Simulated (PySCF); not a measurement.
PySCF input file for AlClFI, SMILES [F][Al]([Cl])[I], B3LYP-D3(BJ)/def2-SVP. Coordinates come from a B3LYP-D3(BJ)/def2-SVP optimisation. The def2 effective core potentials stand for the cores of I; spin–orbit coupling is left out.

```python
import numpy as np
from pyscf import gto, scf, dft, df
from pyscf.hessian import thermo

mol = gto.M(
    atom='''
    Al    0.44592813    1.04724469    0.00000000
    Cl   -0.99385692    2.55327066    0.00000000
    F     2.04144860    1.49129120    0.00000000
    I    -0.13725539   -1.32908307    0.00000000
    ''',
    basis='def2-SVP',
    ecp={'I': 'def2-svp'},
    charge=0,
    spin=0,
    max_memory=1600,
    verbose=3,
)
mf = dft.RKS(mol, xc='b3lyp').density_fit(auxbasis='def2-universal-jkfit')
mf.disp = 'd3bj'
mf.grids.level = 3
mf.conv_tol = 1e-11
mf.max_cycle = 100
mf.kernel()

# [left out here: the lines that compute and print the analytic Hessian (its translational invariance restored by hand, since the grid's response is missing), thermochemistry and intensities]
```

It prints:

```
converged SCF energy = -1100.2096851592

WARN: DFTD3 does not support analytical Hessian, using finite difference


WARN: Mole.unit (angstrom) is changed to Bohr

Mode                                 0                   1                   2
Irrep
Freq [cm^-1]                      115.8488            179.1814            210.2836
Reduced mass [au]                  33.6297             23.3625             25.7887
Force const [Dyne/A]                0.2659              0.4419              0.6719
Char temp [K]                     166.6807            257.8022            302.5513
Normal mode                   x     y     z       x     y     z       x     y     z
       0  Al                 0.08 -0.01 -0.00    0.03 -0.01  0.00   -0.00 -0.00  0.17
       1  Cl                -0.03 -0.12  0.00    0.05  0.01 -0.00    0.00 -0.00 -0.04
       2   F                 0.07  0.04  0.00   -0.02  0.19 -0.00   -0.00 -0.00 -0.09
       3   I                -0.02  0.03  0.00   -0.02 -0.03 -0.00    0.00  0.00 -0.01
Mode                                 3                   4                   5
Irrep
Freq [cm^-1]                      319.0814            577.8904            892.3689
Reduced mass [au]                  29.9486             29.0531             22.0915
Force const [Dyne/A]                1.7965              5.7165             10.3649
Char temp [K]                     459.0871            831.4556           1283.9201
Normal mode                   x     y     z       x     y     z       x     y     z
       0  Al                -0.06 -0.10 -0.00    0.05 -0.15 -0.00   -0.13 -0.03  0.00
       1  Cl                 0.07 -0.05  0.00   -0.06  0.07  0.00    0.01 -0.01 -0.00
       2   F                -0.11  0.01  0.00    0.03  0.02  0.00    0.16  0.04 -0.00
       3   I                 0.01  0.03  0.00    0.00  0.01  0.00    0.00  0.00 -0.00
temperature 298.1500 [K]
pressure 101325.00 [Pa]
Rotational constants [GHz] 4.14577 0.96278 0.78133
Symmetry number 1
Zero-point energy (ZPE) 0.00523 [Eh]   13725.082 [J/mol]
                           tot       elec      trans        rot        vib
Entropy [J/mol/K]       336.493      0.000    175.334    121.434     39.726
Cv [J/mol/K]             61.997      0.000     12.472     12.472     37.053
Cp [J/mol/K]             70.311      0.000     20.786     12.472     37.053
Internal energy [J/mol]                      3718.434   3718.434  20206.266
Internal energy [Eh]   -1100.19916  -1100.20969
Enthalpy [J/mol]                             6197.391   3718.434  20206.266
Enthalpy [Eh]          -1100.19821
Gibbs free energy [J/mol]                  -46078.434 -32487.041   8362.094
Gibbs free energy [Eh] -1100.23642
mode   freq/cm-1   IR/(km/mol)
   1      115.85         2.812
   2      179.18        14.552
   3      210.28        42.129
   4      319.08        29.060
   5      577.89       191.013
   6      892.37       112.501
max |gradient| / (hartree/bohr): 7.458267939129359e-05
APT charges: [ 1.5427 -0.5284 -0.6323 -0.3821]
```

The run converged.

Cost: around 50 core-seconds (rough).
